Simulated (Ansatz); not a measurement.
Stretching the Sn1–S2 bond in SnS (multiplicity 1 held). Energies count from the point at 2.223 Å.


U- levels take the lowest unrestricted solution at each point, which mixes spins at long bonds. Active spaces are followed from rest. Levels need not reach the same state.

Frozen-core correlation. Filled d and f shells under p-block atoms count as core.

Codes used: Ansatz (Gaussian orbitals).  In def2 rows elements past Kr take small-core potentials, without spin–orbit coupling.

### Question
Give the energy at R = 8.891 Å at the level U-SCS-MP2/def2-SVP.

### Answer
415 kJ/mol

### Question
Predict the energy at R = 8.891 Å from U-HF/def2-SVP.

### Answer
232 kJ/mol

### Question
Estimate the energy at R = 8.891 Å that FIC-MRCISD+Q on CASSCF(10,8)/def2-SVP returns for this input.

### Answer
418 kJ/mol

Doubts at one or more of the structures used: a spin-contaminated determinant (U-HF/def2-SVP, U-SCS-MP2/def2-SVP).

Ansatz is a program for electronic structure.
